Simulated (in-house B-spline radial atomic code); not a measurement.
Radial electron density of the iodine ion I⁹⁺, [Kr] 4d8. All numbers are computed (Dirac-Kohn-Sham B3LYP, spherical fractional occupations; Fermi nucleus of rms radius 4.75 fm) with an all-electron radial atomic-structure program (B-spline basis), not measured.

Caution: exact exchange at fractional occupations of open shells leaves self-interaction of up to several eV.

Columns: r (bohr), 4πr²n(r) (electrons per bohr), bar.

```
0.000982    1.906 #
 0.00119    2.658 #
 0.00144    3.679 ##
 0.00174    5.053 ###
 0.00211    6.934 ###
 0.00255    9.385 #####
 0.00309    12.63 ######
 0.00374    16.77 ########
 0.00453    21.96 ###########
 0.00549    28.27 ##############
 0.00664    35.56 ##################
 0.00804    43.67 ######################
 0.00974    52.05 ##########################
  0.0118    59.85 ##############################
  0.0143       66 #################################
  0.0173     69.4 ###################################
  0.0209    69.54 ###################################
  0.0253    66.78 #################################
  0.0307     62.8 ###############################
  0.0371    60.68 ##############################
  0.0449    63.18 ###############################
  0.0544    71.18 ###################################
  0.0659    81.68 #########################################
  0.0798    88.45 ############################################
  0.0966    86.16 ###########################################
   0.117    75.59 ######################################
   0.142    64.97 ################################
   0.171    63.55 ################################
   0.207    70.53 ###################################
   0.251    74.25 #####################################
   0.304     63.7 ################################
   0.368    42.99 #####################
   0.446    26.91 #############
    0.54    23.74 ############
   0.653    26.53 #############
   0.791    24.86 ############
   0.958    17.04 ########
    1.16    8.405 ####
     1.4    3.009 #
     1.7    0.716 
    2.06   0.1128 
    2.49  0.01085 
    3.02 0.000501
```

On this grid the curve has 4 maxima, near 0.0209, 0.0798, 0.251, 0.653 bohr.

The 4d5/2 radial function P(r) = rR(r), positive near the nucleus, with its small component Q(r) (sign convention: Q ≈ (P' + κP/r)/2c):

| r (bohr) | P | Q |
| --- | --- | --- |
| 0.00974 | 0.001717 | -0.0001088 |
| 0.0143 | 0.004977 | -0.0003131 |
| 0.0209 | 0.01376 | -0.0008553 |
| 0.0307 | 0.03667 | -0.002243 |
| 0.0449 | 0.08995 | -0.005398 |
| 0.0659 | 0.2007 | -0.01179 |
| 0.0966 | 0.3854 | -0.02221 |
| 0.142 | 0.5962 | -0.03426 |
| 0.207 | 0.6438 | -0.03957 |
| 0.304 | 0.2741 | -0.02922 |
| 0.446 | -0.501 | -0.005412 |
| 0.653 | -1.133 | 0.01422 |
| 0.958 | -1.064 | 0.01629 |
| 1.4 | -0.5209 | 0.007884 |
| 2.06 | -0.1137 | 0.001655 |
| 3.02 | -0.008021 | 0.0001153 |
